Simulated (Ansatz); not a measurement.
Species: C$_{3}$H$_{11}$NSi, charge 0, multiplicity 1. 
Geometry from a B3LYP-D3(BJ)/def2-TZVP (Ansatz, a program for electronic structure) optimisation:
SMILES: [SiH2](NC)CC
```xyz
16

C     -2.0073     1.0107     0.0730
C     -1.3238    -0.1586     0.7904
Si     0.0142    -1.0040    -0.2187
N      1.2194     0.1293    -0.7037
C      2.0493     0.8779     0.2280
H     -2.4945     0.6789    -0.8466
H     -2.7693     1.4792     0.6997
H     -1.2830     1.7779    -0.2051
H     -0.8862     0.1801     1.7356
H     -2.0578    -0.9227     1.0685
H     -0.5355    -1.5675    -1.4773
H      0.5462    -2.1303     0.6049
H      1.6503    -0.0045    -1.6047
H      2.9293     0.3223     0.5760
H      1.4631     1.1459     1.1091
H      2.3940     1.8121    -0.2216
```

Basis-set convergence of Hartree-Fock and MP2 correlation energies (hartree) with Ansatz. Valence correlation only, unless marked. Spin-orbit coupling is left out. Non-relativistic.

| basis | functions | E(HF) | E(corr, MP2) |
|---|---|---|---|
| cc-pV(D+d)Z | 134 | -463.42434 | -0.71042 |
| cc-pV(T+d)Z | 313 | -463.49348 | -0.87548 |
| cc-pV(Q+d)Z | 614 | -463.50913 | -0.93252 |

Extrapolating the two largest sets (X = 3 and 4) as X^-3: E(corr) = (64·(-0.93252) - 27·(-0.87548))/37 = -0.9741 Eh, an estimate of the basis-set limit. The largest set recovers 95.7 % of it, the smallest 72.9 %.
